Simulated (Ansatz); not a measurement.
A made-up structure of CH3Se, doublet:

```xyz
5
angstrom
C 1.1681 1.0672 -0.7758
Se -0.0978 -0.1108 0.0871
H 0.2798 -1.5565 -0.1308
H -0.2125 0.2108 1.5580
H -1.4327 0.1463 -0.5701
```

It is relaxed with PBE-D4/def2-SVP and then PBE0-D4/def2-TZVP (Ansatz 0.2.0). Atoms count as bonded within 1.22 times the sum of their covalent radii (H–H: 0.88 Å). The end point is not checked to be a true minimum.

Does its bonding change? (A judgement: the text doesn't fix the answer.)

Computed: No: no bond forms or breaks.

Where it ends: The first stage lowers the energy by 1.42 eV in 8 steps. It ends as CH₃Se ([C][SeH3]):
```csv
atom,x (Å),y (Å),z (Å)
C1,1.1445,1.1696,-0.9028
Se2,0.1082,0.0311,-0.0007
H3,0.0947,-1.5379,0.0489
H4,-0.3353,-0.0023,1.5063
H5,-1.3070,0.0967,-0.4835
```

Labels in which every atom is bracketed show which atoms are joined, not bond orders.

For scale, one of the runs: PBE0-D4/def2-TZVP relaxation, 97 basis functions, launched by `ansatz run in.yaml --threads 2 --pin off --events-out ev --progress --plain --max-ram 4352MiB`. The run took about 17 s on 2 CPU threads of an Intel Xeon 6975P-C (shared host).
